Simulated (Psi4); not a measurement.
Two rigid molecules brought together: CHN ··· H4Si (SMILES C#N and [SiH4]). Monomers: optimised at B3LYP-D3(BJ) (def2-TZVP), held rigid. Orientation: lowest of the rigid-body minima from ten starts at GFN2-xTB. The monomers approach along the line of their centres of mass (distance R); nothing else relaxes.

Computed with Psi4 with SAPT0/jun-cc-pVDZ, frozen core.

Components in kcal/mol:

```json
[
 {"R / Å": "3.85", "electrostatics": "1.99", "exchange": "8.37", "induction": "-2.37", "dispersion": "-2.44", "total": "5.55"},
 {"R / Å": "4.04", "electrostatics": "1.72", "exchange": "4.56", "induction": "-1.41", "dispersion": "-1.70", "total": "3.18"},
 {"R / Å": "4.21", "electrostatics": "1.47", "exchange": "2.62", "induction": "-0.91", "dispersion": "-1.24", "total": "1.94"},
 {"R / Å": "4.45", "electrostatics": "1.13", "exchange": "1.17", "induction": "-0.51", "dispersion": "-0.82", "total": "0.98"},
 {"R / Å": "4.68", "electrostatics": "0.86", "exchange": "0.54", "induction": "-0.31", "dispersion": "-0.56", "total": "0.53"},
 {"R / Å": "4.89", "electrostatics": "0.67", "exchange": "0.26", "induction": "-0.21", "dispersion": "-0.40", "total": "0.32"},
 {"R / Å": "5.17", "electrostatics": "0.48", "exchange": "0.10", "induction": "-0.13", "dispersion": "-0.27", "total": "0.19"},
 {"R / Å": "5.42", "electrostatics": "0.36", "exchange": "0.04", "induction": "-0.09", "dispersion": "-0.19", "total": "0.12"},
 {"R / Å": "5.98", "electrostatics": "0.19", "exchange": "0.01", "induction": "-0.04", "dispersion": "-0.09", "total": "0.06"},
 {"R / Å": "6.68", "electrostatics": "0.10", "exchange": "0.00", "induction": "-0.02", "dispersion": "-0.04", "total": "0.04"},
 {"R / Å": "7.65", "electrostatics": "0.05", "exchange": "0.00", "induction": "-0.01", "dispersion": "-0.02", "total": "0.02"},
 {"R / Å": "8.96", "electrostatics": "0.02", "exchange": "0.00", "induction": "0.00", "dispersion": "-0.01", "total": "0.01"}
]
```
